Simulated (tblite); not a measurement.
A tight-binding relaxation on `CC#C[Si@@](C)([GeH3])[SiH2]Cl`.

Computed with GFN2-xTB geometry optimisation, gas phase (tblite 0.8.0). Start geometry: from a force field or distance geometry. A driver script takes a list of jobs; this job's settings line and coordinates (Å) are shown.

Command:
```bash
OMP_NUM_THREADS=1 python probes_run.py task.json out
```

Input:
```
{"job": {"kind": "relax", "xc": "GFN2-xTB", "basis": "xTB"}, "charge": 0, "multiplicity": 1}
C      3.424100    -0.521100    -1.421600
C      2.086600    -0.360300    -0.821800
C      1.011000    -0.224000    -0.318500
Si    -0.653100    -0.021600     0.404600
C     -0.739400    -0.874600     2.071800
Ge    -1.068600     2.252200     0.542500
Si    -2.126400    -0.868900    -0.999100
Cl    -3.691400     0.537500    -1.157000
H      3.652400    -1.595500    -1.606600
H      3.513000     0.106800    -2.314800
H      4.221400    -0.188400    -0.707400
H      0.310900    -1.190200     2.325500
H     -1.093000    -0.203800     2.880300
H     -1.335200    -1.811900     2.027200
H     -0.072300     2.942700    -0.460100
H     -2.531200     2.594100     0.273500
H     -0.620000     2.673500     1.974500
H     -1.612500    -1.137100    -2.322800
H     -2.686100    -2.100400    -0.377500
```

Output:
```
step      E/eV     max force
  0    -654.42495    2.387
  1    -654.58394    3.685
  2    -654.70175    1.717
  3    -654.77402    0.633
  4    -654.82718    0.508
  5    -654.88640    0.700
  6    -654.92632    0.577
  7    -654.96916    0.420
  8    -654.99339    0.404
  9    -655.01367    0.456
... (153 lines left out)
163    -655.12129    0.015
164    -655.12133    0.013
165    -655.12136    0.013
166    -655.12140    0.017
167    -655.12145    0.017
168    -655.12150    0.014
169    -655.12154    0.010
170    -655.12156    0.012
171    -655.12159    0.011
172    -655.12160    0.007
```

«max force» is the largest atomic force in eV/Å.

From which step on does the largest force stay under 0.1 eV/Å, and how much energy is left to gain from there?

From step 80 (0.075 eV/Å), 20.9 meV above the end.

In short: energy lowered by 16.1 kcal/mol over 172 steps; largest atomic force 0.007 eV/Å at the end.

Where do the atoms end?

0.533 Å rms from the input after alignment:
```
atom  x, y, z in Å
C1     3.4512   -0.5407   -1.4237
C2     2.1480   -0.4014   -0.8157
C3     1.0576   -0.2974   -0.3088
Si4   -0.6337   -0.0683    0.4098
C5    -0.6654   -0.9304    2.1128
Ge6   -1.0079    2.2573    0.6785
Si7   -2.2243   -0.9303   -1.0613
Cl8   -3.1477    0.7233   -1.8100
H9     3.6385   -1.5855   -1.6706
H10    3.4972    0.0524   -2.3368
H11    4.2239   -0.1942   -0.7379
H12    0.0746   -0.4953    2.7783
H13   -1.6382   -0.8249    2.5866
H14   -0.4498   -1.9907    2.0276
H15   -0.7494    3.0793   -0.5471
H16   -2.4110    2.6276    1.0662
H17   -0.1825    2.9495    1.7298
H18   -1.7090   -1.6667   -2.2152
H19   -3.2818   -1.7543   -0.4700
```

How long does this job take on one thread of an Arm Neoverse N1, no GPU, on a shared host?

About 3.4 s.
Labels such as C1 count atoms from 1, the log's own numbers from 0.
